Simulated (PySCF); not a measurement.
PySCF input for CH₅ClFNSi, SMILES C[Si@@](N)(F)Cl, TDA-CAM-B3LYP/def2-SVPD. The structure is a stationary point at r2SCAN-D4/def2-SVP. The structure was generated by enumeration; whether it is a known compound was not checked. The values are those of a single conformer.

```python
import numpy as np
from pyscf import gto, scf, dft, tdscf

mol = gto.M(
    atom='''
    C     1.72911193    0.86177012    0.43743234
    Si    0.10818194    0.25037241   -0.20446050
    N    -1.07302256    1.47771828   -0.24674041
    F     0.38915564   -0.42627757   -1.66020452
    Cl   -0.65780324   -1.28238439    0.95124299
    H     1.63352178    1.22767472    1.47064891
    H     2.10972530    1.68611673   -0.18799511
    H     2.47933180    0.05645534    0.41983416
    H    -2.05849370    1.25264848   -0.33828845
    H    -0.86189177    2.39427509   -0.62845410
    ''',
    basis='def2-SVPD',
    charge=0,
    spin=0,
    max_memory=1600,
    verbose=4,
)
mf = dft.RKS(mol, xc='cam-b3lyp').density_fit(auxbasis='def2-universal-jkfit')
mf.grids.level = 3
mf.conv_tol = 1e-9
mf.max_cycle = 100
mf.kernel()
mf.grids = dft.Grids(mol).set(level=1).build(with_non0tab=True)  # coarser grid for the response kernel
td = tdscf.TDA(mf)
td.singlet = True
td.nstates = 10
td.conv_tol = 1e-4
td.positive_eig_threshold = 1e-6
td.kernel(x0=td.get_init_guess(mf, 15))
td.analyze()
tt = tdscf.TDA(mf)
tt.singlet = False
tt.nstates = 4
tt.conv_tol = 1e-4
tt.positive_eig_threshold = 1e-6
tt.kernel(x0=tt.get_init_guess(mf, 9))
tt.analyze(verbose=3)
```

Log of the run:

```
PySCF version 2.14.0

[INPUT] verbose = 4
[INPUT] num. atoms = 10
[INPUT] num. electrons = 58
[INPUT] charge = 0
[INPUT] spin (= nelec alpha-beta = 2S) = 0
[INPUT] symmetry False subgroup None
[INPUT] Mole.unit = angstrom
[INPUT] Symbol           X                Y                Z      unit          X                Y                Z       unit  Magmom
[INPUT]  1 C      1.729111930000   0.861770120000   0.437432340000 AA    3.267547986418   1.628509509134   0.826627320628 Bohr   0.0
[INPUT]  2 Si     0.108181940000   0.250372410000  -0.204460500000 AA    0.204434238224   0.473135284047  -0.386374348292 Bohr   0.0
[INPUT]  3 N     -1.073022560000   1.477718280000  -0.246740410000 AA   -2.027718763880   2.792482838463  -0.466271798763 Bohr   0.0
[INPUT]  4 F      0.389155640000  -0.426277570000  -1.660204520000 AA    0.735397579430  -0.805547860345  -3.137331853565 Bohr   0.0
[INPUT]  5 Cl    -0.657803240000  -1.282384390000   0.951242990000 AA   -1.243067967452  -2.423355283517   1.797588729012 Bohr   0.0
[INPUT]  6 H      1.633521780000   1.227674720000   1.470648910000 AA    3.086908782712   2.319968990852   2.779123665290 Bohr   0.0
[INPUT]  7 H      2.109725300000   1.686116730000  -0.187995110000 AA    3.986803015066   3.186298833747  -0.355259270657 Bohr   0.0
[INPUT]  8 H      2.479331800000   0.056455340000   0.419834160000 AA    4.685258073925   0.106685130869   0.793371580137 Bohr   0.0
[INPUT]  9 H     -2.058493700000   1.252648480000  -0.338288450000 AA   -3.889989322143   2.367162557553  -0.639272521604 Bohr   0.0
[INPUT] 10 H     -0.861891770000   2.394275090000  -0.628454100000 AA   -1.628739394317   4.524524186968  -1.187606130860 Bohr   0.0

nuclear repulsion = 308.953913965305
number of shells = 66
number of NR pGTOs = 230
number of NR cGTOs = 154
basis = def2-SVPD
ecp = {}


******** <class 'pyscf.df.df_jk.DFRKS'> ********
method = DFRKS
initial guess = minao
damping factor = 0
level_shift factor = 0
DIIS = <class 'pyscf.scf.diis.CDIIS'>
diis_start_cycle = 1
diis_space = 8
diis_damp = 0
SCF conv_tol = 1e-09
SCF conv_tol_grad = None
SCF max_cycles = 100
direct_scf = False
XC library pyscf.dft.libxc version 7.1.2
    S. Lehtola, C. Steigemann, M. J. T. Oliveira, and M. A. L. Marques,  SoftwareX 7, 1–5 (2018)
XC functionals = cam-b3lyp
    T. Yanai, D. P. Tew, and N. C. Handy,  Chem. Phys. Lett. 393, 51 (2004)
radial grids:
    Treutler-Ahlrichs [JCP 102, 346 (1995); DOI:10.1063/1.469408] (M4) radial grids

becke partition: Becke, JCP 88, 2547 (1988); DOI:10.1063/1.454033
pruning grids: <function nwchem_prune>
grids dens level: 3
symmetrized grids: False
atomic radii adjust function: <function treutler_atomic_radii_adjust>
small_rho_cutoff = 0
Set gradient conv threshold to 3.16228e-05
Initial guess from minao.
tot grids = 129384
******** <class 'pyscf.df.df.DF'> ********
auxbasis = def2-universal-jkfit
Create RSH-DF object <pyscf.df.df.DF object> for omega=0.33
******** <class 'pyscf.df.df.DF'> ********
auxbasis = auxmol.basis = def2-universal-jkfit
init E= -945.421471258634
  HOMO = -0.338018778811073  LUMO = -0.00809198415365531  gap/eV = 8.97777
cycle= 1 E= -945.077512425231  delta_E= 0.344  |g|= 0.632  |ddm|= 3.89
  HOMO = -0.306506798198269  LUMO = 0.0301316096699469  gap/eV = 9.16040
cycle= 2 E= -945.06687324896  delta_E= 0.0106  |g|= 0.742  |ddm|= 1.55
  HOMO = -0.356864947906752  LUMO = 0.0268233842985608  gap/eV = 10.44069
cycle= 3 E= -945.159086683395  delta_E= -0.0922  |g|= 0.0753  |ddm|= 0.651
  HOMO = -0.359615239315215  LUMO = 0.0276509363045356  gap/eV = 10.53805
cycle= 4 E= -945.160096055674  delta_E= -0.00101  |g|= 0.0252  |ddm|= 0.11
  HOMO = -0.355958321282265  LUMO = 0.0284310247996249  gap/eV = 10.45977
cycle= 5 E= -945.160226793303  delta_E= -0.000131  |g|= 0.00705  |ddm|= 0.0418
  HOMO = -0.357379276938909  LUMO = 0.0282521103535016  gap/eV = 10.49356
cycle= 6 E= -945.160237015292  delta_E= -1.02e-05  |g|= 0.00197  |ddm|= 0.00856
  HOMO = -0.357100839930702  LUMO = 0.0282534047814029  gap/eV = 10.48602
cycle= 7 E= -945.160238019675  delta_E= -1e-06  |g|= 0.000366  |ddm|= 0.00409
  HOMO = -0.357158550981654  LUMO = 0.028247331483525  gap/eV = 10.48743
cycle= 8 E= -945.160238059255  delta_E= -3.96e-08  |g|= 9.92e-05  |ddm|= 0.000795
  HOMO = -0.357151451072108  LUMO = 0.0282472930239357  gap/eV = 10.48723
cycle= 9 E= -945.160238062374  delta_E= -3.12e-09  |g|= 2.47e-05  |ddm|= 0.000265
  HOMO = -0.357149636815476  LUMO = 0.0282480473854796  gap/eV = 10.48721
cycle= 10 E= -945.160238062586  delta_E= -2.12e-10  |g|= 9.64e-06  |ddm|= 8.24e-05
  HOMO = -0.357151337039333  LUMO = 0.0282474572946567  gap/eV = 10.48724
Extra cycle  E= -945.160238062601  delta_E= -1.52e-11  |g|= 8.28e-06  |ddm|= 2.74e-05
converged SCF energy = -945.160238062601
tot grids = 40688
Overwritten attributes  positive_eig_threshold  of <class 'pyscf.tdscf.rks.TDA'>


******** <class 'pyscf.tdscf.rks.TDA'> for <class 'pyscf.df.df_jk.DFRKS'> ********
nstates = 10 singlet
deg_eia_thresh = 1.000e-03
wfnsym = None
conv_tol = 0.0001
eigh lindep = 1e-12
eigh level_shift = 0
eigh max_cycle = 100


Excitation energies (eV)
[7.13370421 8.24938033 8.48560034 8.60055309 8.7308048  8.99973664
 9.04413742 9.38378754 9.46438331 9.54168317]

** Singlet excitation energies and oscillator strengths **
Excited State   1:      7.13370 eV    173.80 nm  f=0.0387
      29 -> 30       -0.64492
      29 -> 31       -0.24581
Excited State   2:      8.24938 eV    150.30 nm  f=0.0127
      27 -> 30       -0.13693
      29 -> 30       -0.10011
      29 -> 31        0.36900
      29 -> 32        0.33287
      29 -> 33       -0.25044
      29 -> 34       -0.23756
      29 -> 37       -0.25545
Excited State   3:      8.48560 eV    146.11 nm  f=0.1203
      28 -> 30       -0.61113
      28 -> 31        0.18302
      28 -> 32        0.21366
Excited State   4:      8.60055 eV    144.16 nm  f=0.0313
      27 -> 30       -0.41835
      27 -> 31        0.13257
      27 -> 32        0.19846
      29 -> 32        0.17710
      29 -> 33        0.27767
      29 -> 34        0.31389
      29 -> 35       -0.10004
Excited State   5:      8.73080 eV    142.01 nm  f=0.0144
      27 -> 30       -0.14919
      27 -> 32        0.10282
      29 -> 30       -0.16478
      29 -> 31        0.31875
      29 -> 32       -0.46804
      29 -> 35        0.16197
      29 -> 37        0.16261
Excited State   6:      8.99974 eV    137.76 nm  f=0.0278
      26 -> 30        0.10378
      27 -> 30        0.34842
      27 -> 31       -0.12510
      27 -> 32       -0.17693
      28 -> 32        0.12395
      29 -> 30       -0.13580
      29 -> 31        0.33795
      29 -> 33        0.19959
      29 -> 34        0.24113
      29 -> 36        0.12179
Excited State   7:      9.04414 eV    137.09 nm  f=0.0135
      26 -> 30       -0.35122
      28 -> 30       -0.24361
      28 -> 31       -0.21171
      28 -> 32       -0.40471
      28 -> 33        0.14322
      28 -> 37        0.10204
      29 -> 31        0.14365
Excited State   8:      9.38379 eV    132.13 nm  f=0.0099
      27 -> 30        0.23377
      27 -> 31        0.31304
      27 -> 32        0.27089
      27 -> 33       -0.24042
      27 -> 34       -0.13003
      29 -> 33       -0.21905
      29 -> 35       -0.20344
      29 -> 40       -0.14956
      29 -> 42       -0.10178
Excited State   9:      9.46438 eV    131.00 nm  f=0.0710
      26 -> 30        0.36180
      27 -> 30       -0.15077
      27 -> 31       -0.12365
      27 -> 32       -0.14112
      28 -> 31       -0.25836
      28 -> 33        0.17332
      28 -> 34        0.12180
      29 -> 33       -0.21126
      29 -> 34        0.14470
      29 -> 35       -0.15263
      29 -> 38       -0.14837
Excited State  10:      9.54168 eV    129.94 nm  f=0.0891
      26 -> 30       -0.36042
      27 -> 30       -0.13011
      27 -> 32       -0.12287
      28 -> 30        0.10228
      28 -> 33       -0.11356
      28 -> 34       -0.14780
      29 -> 33       -0.24879
      29 -> 34        0.17231
      29 -> 35       -0.20260
      29 -> 36       -0.11988
      29 -> 38       -0.17718
      29 -> 40       -0.10327

** Transition electric dipole moments (AU) **
state          X           Y           Z        Dip. S.      Osc.
  1         0.0436      0.0872      0.4602      0.2213      0.0387
  2         0.0969     -0.1662     -0.1603      0.0627      0.0127
  3        -0.7156     -0.0927     -0.2406      0.5786      0.1203
  4         0.1478     -0.1956     -0.2971      0.1484      0.0313
  5        -0.1597     -0.0517     -0.1977      0.0673      0.0144
  6         0.0104      0.2883      0.2069      0.1260      0.0278
  7        -0.2343      0.0657     -0.0387      0.0607      0.0135
  8         0.1704     -0.1133      0.0311      0.0429      0.0099
  9         0.5238      0.1238     -0.1285      0.3062      0.0710
 10         0.1799     -0.5868      0.0661      0.3811      0.0891

** Transition velocity dipole moments (imaginary part, AU) **
state          X           Y           Z        Dip. S.      Osc.
  1         0.0107      0.0257      0.1181      0.0147      0.0374
  2         0.0254     -0.0596     -0.0500      0.0067      0.0147
  3        -0.2215     -0.0252     -0.0709      0.0547      0.1170
  4         0.0411     -0.0700     -0.0924      0.0151      0.0319
  5        -0.0304     -0.0083     -0.0750      0.0066      0.0137
  6        -0.0051      0.0782      0.0521      0.0089      0.0179
  7        -0.0692     -0.0058      0.0053      0.0049      0.0097
  8         0.0618     -0.0336     -0.0020      0.0049      0.0096
  9         0.1687      0.0524     -0.0018      0.0312      0.0598
 10         0.0051     -0.1491      0.0145      0.0225      0.0427

** Transition magnetic dipole moments (imaginary part, AU) **
state          X           Y           Z
  1        -0.7096     -0.4973      0.0805
  2        -0.1927      0.1818     -0.0487
  3        -0.2440      0.4197      0.6207
  4        -0.4708      0.0622     -0.3295
  5        -0.2548      0.0514     -0.1009
  6         0.0372     -0.1730      0.4643
  7         0.1678     -0.5250     -0.2448
  8         0.1857     -0.1136      0.1371
  9        -0.2076      0.3174      0.1797
 10         0.1139     -0.4857     -0.2737


******** <class 'pyscf.tdscf.rks.TDA'> for <class 'pyscf.df.df_jk.DFRKS'> ********
nstates = 4 triplet
deg_eia_thresh = 1.000e-03
wfnsym = None
conv_tol = 0.0001
eigh lindep = 1e-12
eigh level_shift = 0
eigh max_cycle = 100


Excitation energies (eV)
[6.69966454 7.9741129  8.11375132 8.28794798]

** Triplet excitation energies and oscillator strengths **
Excited State   1:      6.69966 eV    185.06 nm  f=0.0000
Excited State   2:      7.97411 eV    155.48 nm  f=0.0000
Excited State   3:      8.11375 eV    152.81 nm  f=0.0000
Excited State   4:      8.28795 eV    149.60 nm  f=0.0000
```

Self-consistency was reached.
